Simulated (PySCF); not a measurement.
CH₅BrGe, SMILES [CH3][GeH2][Br].

Geometry optimised at PBE0-D3(BJ)/def2-SVP.

Two levels are set side by side: TDDFT-PBE/def2-SVPD (PySCF) and TDDFT-CAM-B3LYP/def2-SVPD (PySCF). Vertical, same geometry. The lowest singlet is HOMO→LUMO 99 % with PBE and HOMO−1→LUMO 90 % with the other functional; states are paired by order. Differences are taken from unrounded values.

```json
[
 {"quantity": "lowest singlet excitation (eV)", "TDDFT-CAM-B3LYP": "6.28", "TDDFT-PBE": "5.67", "TDDFT-PBE minus TDDFT-CAM-B3LYP": "-0.61"},
 {"quantity": "lowest triplet excitation (TDA) (eV)", "TDDFT-CAM-B3LYP": "5.81", "TDDFT-PBE": "5.26", "TDDFT-PBE minus TDDFT-CAM-B3LYP": "-0.55"}
]
```

Functionals without exact exchange tend to place singlet excitations lower, as here. Differences between two approximate levels are no errors against the true value.

Rough cost on one machine, each run with all the roots and properties that it gave: TDDFT-CAM-B3LYP against TDDFT-PBE about 6 times.
